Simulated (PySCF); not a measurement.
## Tin: a sound run and one with changed settings

Sound run: Sn [Kr] 4d10 5s2 5p2, Sn⁺ [Kr] 4d10 5s2 5p1. Calculation: PySCF 2.14, in def2-SVP with the def2 core potential (28 electrons) (4s4p2d, 26 functions); a scalar-relativistic core potential. The sound run starts from symmetry-adapted Hartree-Fock orbitals and uses a fine grid where one is needed.

Changed run: radial step 1.2 in ln r (0.13 in the sound run). This setting is unsound on purpose.

```json
{"species": "Sn", "method": "UHF", "sound run (hartree)": "-213.33613", "changed run (hartree)": "-213.33613", "converged": "yes"}
{"species": "Sn", "method": "TPSS", "sound run (hartree)": "-214.15705", "changed run (hartree)": "-207.43585", "converged": "yes"}
{"species": "Sn", "method": "PBE0", "sound run (hartree)": "-214.25429", "changed run (hartree)": "-209.09437", "converged": "yes"}
{"species": "Sn⁺", "method": "UHF", "sound run (hartree)": "-213.08429", "changed run (hartree)": "-213.08429", "converged": "yes"}
{"species": "Sn⁺", "method": "TPSS", "sound run (hartree)": "-213.89065", "changed run (hartree)": "-207.12232", "converged": "yes"}
{"species": "Sn⁺", "method": "PBE0", "sound run (hartree)": "-213.98563", "changed run (hartree)": "-208.81911", "converged": "yes"}
```

Ionisation energy of Sn:

| method | sound run (eV) | changed run (eV) |
| --- | --- | --- |
| UHF | 6.853 | 6.853 |
| TPSS | 7.249 | 8.531 |
| PBE0 | 7.311 | 7.490 |

A coarse radial grid mis-integrates the density and the exchange-correlation energy, with errors of either sign; Hartree-Fock needs no grid.

For comparison, NIST gives 7.344 eV between the lowest levels.
